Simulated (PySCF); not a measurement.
A parent and its derivatives

Theory: TDDFT CAM-B3LYP/def2-SVPD, vertical, gas phase, core orbitals frozen in the response in PySCF 2.14.0, density-fitted response routines. Geometries: GFN2-xTB; one conformer of each isolated species. Triplets are in the Tamm–Dancoff approximation.

Parent: `COc1cnn([SiH3])n1`, with lowest singlet excitation energy 6.00 eV, LUMO energy 0.84 eV, mean static polarisability 84.8 au, HOMO energy -8.25 eV. Its spectrum: 207 nm (f 0.231); 196 nm (f 0.001); 187 nm (f 0.010); 178 nm (f 0.015); 169 nm (f 0.005).

Give the shifts from the parent for: OCH3 replaced by ethynyl (`C#Cc1cnn([SiH3])n1`); OCH3 replaced by CH3 (`Cc1cnn([SiH3])n1`); OCH3 replaced by COCH3 (`CC(=O)c1cnn([SiH3])n1`); OCH3 replaced by Cl (`[SiH3]n1ncc(Cl)n1`).

```csv
change,SMILES,Δ S1 (eV),Δ LUMO (eV),Δ α (au),Δ HOMO (eV)
OCH3 replaced by ethynyl,C#Cc1cnn([SiH3])n1,-0.28,-0.73,+7.5,-0.33
OCH3 replaced by CH3,Cc1cnn([SiH3])n1,+0.21,-0.03,-4.9,-0.54
OCH3 replaced by COCH3,CC(=O)c1cnn([SiH3])n1,-1.89,-1.34,+10.2,-0.86
OCH3 replaced by Cl,[SiH3]n1ncc(Cl)n1,+0.21,-0.45,-3.3,-0.71
```

S1 falls most with OCH3 replaced by COCH3 (-1.89 eV), and it rises most with OCH3 replaced by CH3 and OCH3 replaced by Cl (+0.21 eV). S1 is simply the lowest singlet of each species and needn't be the same kind of state throughout. Over these 4 changes the shifts of S1 and of the HOMO–LUMO gap correlate with r = 0.78.

Lowest levels of each derivative:
- `C#Cc1cnn([SiH3])n1`: 5.72 eV (f 0.345); 5.86 eV (f 0.000); 6.07 eV (f 0.000)
- `Cc1cnn([SiH3])n1`: 6.21 eV (f 0.000); 6.37 eV (f 0.235); 7.05 eV (f 0.004)
- `CC(=O)c1cnn([SiH3])n1`: 4.11 eV (f 0.000); 5.92 eV (f 0.000); 5.99 eV (f 0.380)
- `[SiH3]n1ncc(Cl)n1`: 6.21 eV (f 0.015); 6.24 eV (f 0.224); 7.02 eV (f 0.001)
